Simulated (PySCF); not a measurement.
Ligands exchanged one at a time, Sn Br-C2H5. All species are isolated molecules in the gas phase. One relaxed conformer stands for each flexible species; it need not be the lowest. Strings in code marks are SMILES.

The HOMO from two functionals at the same geometries (B3LYP-D3(BJ)/def2-SVP), both in PySCF: PBE-D3(BJ)/def2-TZVP and B3LYP-D3(BJ)/def2-TZVP. B3LYP has the VWN-RPA correlation part, as in Gaussian. 

```json
[
 {"species": "0 of 4 Br replaced by C2H5 (`[Br][Sn]([Br])([Br])[Br]`)", "B3LYP-D3(BJ)/def2-TZVP (eV)": "-8.64"},
 {"species": "2 of 4 Br replaced by C2H5 (`C[CH2][Sn]([Br])([Br])[CH2]C` (C–C–Sn–Br torsion 165°, Br–Sn–C–C torsion -58°))", "B3LYP-D3(BJ)/def2-TZVP (eV)": "-7.47"},
 {"species": "4 of 4 Br replaced by C2H5 (`C[CH2][Sn]([CH2]C)([CH2]C)[CH2]C`)", "B3LYP-D3(BJ)/def2-TZVP (eV)": "-6.77"}
]
```

**Question.** What does PBE-D3(BJ)/def2-TZVP give for each?

**Answer.** 
- 0 of 4 Br replaced by C2H5 (`[Br][Sn]([Br])([Br])[Br]`): -7.61
- 2 of 4 Br replaced by C2H5 (`C[CH2][Sn]([Br])([Br])[CH2]C` (C–C–Sn–Br torsion 165°, Br–Sn–C–C torsion -58°)): -6.53
- 4 of 4 Br replaced by C2H5 (`C[CH2][Sn]([CH2]C)([CH2]C)[CH2]C`): -5.83
Over these rows, drawn at random from the members with no instability flagged (it was tested for open shells, ions and some series alone), PBE minus B3LYP-D3(BJ): mean +0.97 eV, from +0.94 eV to +1.03 eV.
